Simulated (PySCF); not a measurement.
# Group charges in `CC#CC[Si]([SiH3])([SiH3])CF`

Compound: C5H13FSi3.
Numbering: `[CH3:1][C:2]#[C:3][CH2:4][Si:5]([SiH3:6])([SiH3:7])[CH2:8][F:9]` (hydrogens: H10, H11, H12 on C1; H13, H14 on C4; H15, H16, H17 on Si6; H18, H19, H20 on Si7; H21, H22 on C8)

Structure used (GFN2-xTB), in Å, numbered top down from 1:
```xyz
22
C5H13FSi3 angstrom
C      3.6575    0.9090   -1.1501
C      2.5865    0.1863   -0.4961
C      1.7133   -0.4274    0.0502
C      0.6299   -1.1313    0.6923
Si    -1.0602   -0.2610    0.3322
Si    -1.0584    1.8145    1.4022
Si    -1.5201   -0.4394   -1.9526
C     -2.3293   -1.3893    1.2762
F     -2.4013   -2.6292    0.6657
H      3.5142    0.8901   -2.2305
H      3.6675    1.9459   -0.8141
H      4.6200    0.4540   -0.9153
H      0.6076   -2.1618    0.3271
H      0.8222   -1.1736    1.7685
H     -0.1589    1.9016    2.5572
H     -0.6431    2.8645    0.4708
H     -2.3884    2.1886    1.8959
H     -0.2973   -0.6679   -2.7269
H     -2.1102    0.8151   -2.4381
H     -2.4609   -1.5095   -2.2897
H     -3.3427   -0.9811    1.2560
H     -2.0584   -1.5793    2.3180
```

Atomic charges (e) from the PBE0/pcSseg-1 density (PySCF):

```
atom  Mulliken      IAO  Hirshfeld  ESP-fitted
  C1   -0.1918  -0.4342    -0.0989     -0.5575
  C2   -0.3110  -0.0720    -0.0630     +0.1514
  C3   -0.0680  -0.0806    -0.0727     -0.2933
  C4   -0.4418  -0.5172    -0.1433     -0.2927
 Si5   +0.1625  +0.4687    +0.2221     +0.2699
 Si6   +0.2806  +0.2847    +0.2108     +0.1077
 Si7   +0.2928  +0.3003    +0.2150     +0.2597
  C8   -0.1037  -0.2109    -0.0698     -0.1240
  F9   -0.3432  -0.3270    -0.1245     -0.2252
 H10   +0.1454  +0.1694    +0.0582     +0.1827
 H11   +0.1443  +0.1686    +0.0576     +0.1848
 H12   +0.1455  +0.1689    +0.0579     +0.1820
 H13   +0.1803  +0.1763    +0.0538     +0.1707
 H14   +0.1710  +0.1692    +0.0517     +0.1544
 H15   -0.0528  -0.0896    -0.0690     -0.0332
 H16   -0.0538  -0.0927    -0.0743     -0.0493
 H17   -0.0624  -0.0982    -0.0751     -0.0618
 H18   -0.0446  -0.0868    -0.0694     -0.0673
 H19   -0.0679  -0.1020    -0.0789     -0.1042
 H20   -0.0409  -0.0850    -0.0673     -0.0653
 H21   +0.1307  +0.1443    +0.0377     +0.1037
 H22   +0.1288  +0.1457    +0.0421     +0.1067
```

**Question.** Cut each of the bonds C1–C2, C2–C3, C3–C4, C4–Si5, Si6–Si5 and C8–Si5 in turn and sum the charges on the side of the atom named first.

**Answer.** In e; the other side holds the opposite charge:

| bond cut | piece | atoms | Mulliken | IAO | Hirshfeld | ESP-fitted |
| --- | --- | --- | --- | --- | --- | --- |
| C1–C2 | CH3 | 4 | +0.243 | +0.073 | +0.075 | -0.008 |
| C2–C3 | C2H3 | 5 | -0.068 | +0.001 | +0.012 | +0.143 |
| C3–C4 | C3H3 | 6 | -0.136 | -0.080 | -0.061 | -0.150 |
| C4–Si5 | C4H5 | 9 | -0.226 | -0.252 | -0.099 | -0.118 |
| Si6–Si5 | SiH3 | 4 | +0.112 | +0.004 | -0.008 | -0.037 |
| C8–Si5 | CH2F | 4 | -0.187 | -0.248 | -0.115 | -0.139 |

Extremes among these pieces. Mulliken: lowest C4H5 at C4, highest CH3 at C1; IAO: lowest C4H5 at C4, highest CH3 at C1; Hirshfeld: lowest CH2F at C8, highest CH3 at C1; ESP-fitted: lowest C3H3 at C3, highest C2H3 at C2.

**Question.** Do the schemes agree better on the pieces than on the single atoms at the cuts?

**Answer.** The spread between schemes averages 0.164 e for the pieces and 0.306 e for the atoms named first; it is smaller for the piece at 6 of the 6 cuts. On average they agree better on the pieces. The sign differs between schemes (beyond ±0.03 e) for C2H3 at C2 and SiH3 at Si6.

Geometry: GFN2-xTB, one conformer, isolated molecule. GFN2-xTB frequencies show an imaginary mode (23i cm⁻¹), so this geometry is no minimum at that level.
